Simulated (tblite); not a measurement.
A tight-binding relaxation on `[O]CC1=NCC=N1` [radical].

Computed with GFN2-xTB geometry optimisation, gas phase (tblite 0.8.0). Start geometry: from a force field or distance geometry. The command runs a driver script over a list of jobs; the input below is this job's line of settings and its coordinates in Å.

Command:
```bash
OMP_NUM_THREADS=1 python probes_run.py task.json out
```

Input:
```
{"job": {"kind": "relax", "xc": "GFN2-xTB", "basis": "xTB"}, "charge": 0, "multiplicity": 2}
O      2.400700    -1.420000    -0.155900
C      2.035900    -0.086700    -0.079900
C      0.552800     0.007100    -0.011900
N     -0.239200    -0.997600    -0.054300
C     -1.583300    -0.506900     0.033500
C     -1.406000     0.961700     0.098600
N     -0.145500     1.243500     0.071700
H      2.487600     0.342300     0.860700
H      2.445100     0.443200    -0.928100
H     -2.163400    -0.907400     0.891700
H     -2.149700    -0.731700    -0.920500
H     -2.233900     1.651700     0.168500
```

Output:
```
step      E/eV     max force
  0    -568.19810    2.804
  1    -568.36016    0.795
  2    -568.39570    0.637
  3    -568.42086    0.450
  4    -568.43948    0.321
  5    -568.45043    0.310
  6    -568.46134    0.324
  7    -568.46916    0.369
  8    -568.47786    0.259
  9    -568.48444    0.274
... (6 lines left out)
 16    -568.51247    0.156
 17    -568.51447    0.116
 18    -568.51555    0.059
 19    -568.51591    0.032
 20    -568.51601    0.022
 21    -568.51605    0.017
 22    -568.51609    0.014
 23    -568.51612    0.014
 24    -568.51613    0.011
 25    -568.51615    0.009
```

«max force» is the largest atomic force in eV/Å.

Task: From which step on does the largest force stay under 0.1 eV/Å, and how much energy is left to gain from there?

Result: From step 18 (0.059 eV/Å), 0.6 meV above the end.

Main results: energy lowered by 7.3 kcal/mol over 25 steps; largest atomic force 0.009 eV/Å at the end.

Task: Where do the atoms end?

Result: 0.123 Å rms from the input after alignment:
```
atom  x, y, z in Å
O1     2.5952   -1.3252   -0.1539
C2     1.9994   -0.1703   -0.0616
C3     0.5070   -0.1016   -0.0166
N4    -0.3213   -1.0745   -0.0670
C5    -1.6310   -0.5022    0.0012
C6    -1.3409    0.9648    0.0979
N7    -0.0818    1.1780    0.0869
H8     2.3854    0.4160    0.8157
H9     2.3345    0.5243   -0.8791
H10   -2.1695   -0.8904    0.8693
H11   -2.2073   -0.7712   -0.8876
H12   -2.0685    1.7517    0.1688
```

Time: 0.12 s wall. Hardware: an Arm Neoverse V1 with one thread, no GPU (shared host).
Labels such as C1 count atoms from 1, the log's own numbers from 0.
